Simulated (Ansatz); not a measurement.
Reaction (redistribution): `[Cl][AlH][Cl]` + `O=C=[N][SnH]([F])[F]` → `O=C=[N][Al]([Cl])[Cl]` + `[F][SnH2][F]`

Isolated molecules relaxed with PBE0-D4/def2-TZVP in Ansatz; ΔE leaves out vibrations. CCSD(T)/CBS adds triple-zeta CCSD(T) − MP2 to the extrapolated MP2 energy (def2 sets, frozen cores). This one scheme is used for every species. DFT in def2-TZVPP. B3LYP here is the variant with VWN-RPA as its local correlation; programs differ in this. def2 core potentials past Kr. For Sn outer-core shells are correlated without core-valence functions, which leaves a few kJ/mol of doubt a bond. Each species was taken in one conformer, which may not be the lowest.

```tsv
level	ΔE (kcal/mol)	difference from CCSD(T)/CBS
LDA (SPW92)	-23.6	-2.3
B3LYP-D4	-23.4	-2.1
r2SCANh-D4	-23.7	-2.4
BHLYP-D4	-23.8	-2.5
PBE-QIDH	-22.6	-1.3
PBE	-21.9	-0.6
HF/def2-SVP	-26.6	-5.3
HF/def2-TZVPP	-23.0	-1.7
CCSD/def2-TZVPP	-22.5	-1.2
CCSD(T)/def2-TZVPP	-21.9	-0.6
CCSD(T)/CBS	-21.3	0
```

Largest T1 diagnostic among the species: 0.016.

At CCSD(T), def2-SVP lies −2.2 kcal/mol from the extrapolated value and def2-TZVPP −0.6 kcal/mol. From PBE to PBE0 (25 % exact exchange), in def2-TZVPP and without D4, ΔE moves by −0.8 kcal/mol.
